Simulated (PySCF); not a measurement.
Compound: C5H11B.
Cartesian coordinates in Å at the GFN2-xTB level; atoms count from 1:
```
atom  x, y, z in Å
C1     1.9807   -0.3496   -0.4211
C2     0.6438   -0.1848    0.2894
C3     0.1180    1.2624    0.2788
B4    -1.4432    1.1370    0.4063
C5    -1.7880   -0.3818    0.1785
C6    -0.4847   -1.0064   -0.3455
H7     2.3080   -1.3869   -0.3884
H8     1.8983   -0.0503   -1.4647
H9     2.7436    0.2654    0.0522
H10    0.7592   -0.5013    1.3322
H11    0.6295    1.8881    1.0104
H12    0.3390    1.7075   -0.6976
H13   -2.1996    1.9998    0.6221
H14   -2.0343   -0.8229    1.1501
H15   -2.6378   -0.6007   -0.4688
H16   -0.4407   -0.8950   -1.4315
H17   -0.3988   -2.0685   -0.1121
```

PySCF closed-shell single points with density fitting, gas phase. The input was altered on purpose; the results of an altered input aren't properties of the species above.

What comes out at PBE0/3-21G with: at most 72 cycles, bond C1–C2 scaled by 0.5?

E = -218.7762 Eh; HOMO -4.76 eV, LUMO -0.39 eV (gap 4.37 eV), in 11 cycles. The distance C1···C2 goes from 1.523 to 0.761 Å, the nuclear repulsion from 231.28 to 235.32 Eh. Only C2 was moved, along that bond; its nearest neighbour is now C1 at 0.761 Å.

Coordinates of the altered input:
```
atom  x, y, z in Å
C1     1.9807   -0.3496   -0.4211
C2     1.3123   -0.2672   -0.0659
C3     0.1180    1.2624    0.2788
B4    -1.4432    1.1370    0.4063
C5    -1.7880   -0.3818    0.1785
C6    -0.4847   -1.0064   -0.3455
H7     2.3080   -1.3869   -0.3884
H8     1.8983   -0.0503   -1.4647
H9     2.7436    0.2654    0.0522
H10    0.7592   -0.5013    1.3322
H11    0.6295    1.8881    1.0104
H12    0.3390    1.7075   -0.6976
H13   -2.1996    1.9998    0.6221
H14   -2.0343   -0.8229    1.1501
H15   -2.6378   -0.6007   -0.4688
H16   -0.4407   -0.8950   -1.4315
H17   -0.3988   -2.0685   -0.1121
```

The SCF part of the output:
```
final grid: 126344 points
cycle   1  E = -218.5776715378  dE =  2.533e+00  |g| = 8.819e-01  |ddm| = 4.574e+00
cycle   2  E = -218.4273711787  dE =  1.503e-01  |g| = 1.148e+00  |ddm| = 3.314e+00
cycle   3  E = -218.7567440059  dE = -3.294e-01  |g| = 2.353e-01  |ddm| = 2.704e+00
cycle   4  E = -218.7717092923  dE = -1.497e-02  |g| = 1.187e-01  |ddm| = 8.411e-01
cycle   5  E = -218.7760170821  dE = -4.308e-03  |g| = 2.412e-02  |ddm| = 3.004e-01
cycle   6  E = -218.7761767345  dE = -1.597e-04  |g| = 4.095e-03  |ddm| = 5.581e-02
cycle   7  E = -218.7761815626  dE = -4.828e-06  |g| = 1.199e-03  |ddm| = 1.125e-02
cycle   8  E = -218.7761819734  dE = -4.108e-07  |g| = 4.213e-04  |ddm| = 2.740e-03
cycle   9  E = -218.7761820336  dE = -6.021e-08  |g| = 1.597e-04  |ddm| = 1.026e-03
cycle  10  E = -218.7761820429  dE = -9.314e-09  |g| = 2.509e-05  |ddm| = 3.884e-04
cycle  11  E = -218.7761820435  dE = -5.167e-10  |g| = 9.215e-06  |ddm| = 1.234e-04
converged SCF energy = -218.7761820435
```
